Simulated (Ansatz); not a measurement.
Frontier orbitals of H$_{3}$InO$_{3}$, SMILES `[OH][In]([OH])[OH]`.

Total charge 0; spin multiplicity 1. Correlated methods include outer-core shells of In, which these sets cover unevenly. In: def2 effective core potential. The geometry is a stationary point of PBE0-D4/def2-TZVP. It is one conformer, not always the lowest. Basis def2-TZVPP, Ansatz.

Orbital energies of one run (eV). Highest occupied ones, from the top: -11.59, -11.59, -11.98, -11.98, -12.31, -13.37, -15.80, -15.80, -16.88, -24.26, -24.26, -24.55, -24.56, -24.56. Empty: 0.41, 1.35, 2.07, 2.07, 3.68, 4.46.

Which functional gave them?
A. PBE0
B. revPBE
C. LC-ωPBE
D. CAM-B3LYP

C. HOMO energies: LC-ωPBE -11.59, CAM-B3LYP -10.22, PBE0 -8.68, revPBE -6.88 eV.

LC-ωPBE has ω = 0.4 bohr⁻¹.
